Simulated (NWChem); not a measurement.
Species: AlH4 anion; SMILES [AlH4-]

Task: Give the equilibrium geometry at B3LYP/def2-SVPD (NWChem) as an XYZ file, with the point group.

Result: point group Td; any orientation.
```
5

Al     0.0000     0.0000     0.0000
H     -0.9488     0.9488    -0.9488
H      0.9488    -0.9488    -0.9488
H     -0.9488    -0.9488     0.9488
H      0.9488     0.9488     0.9488
```
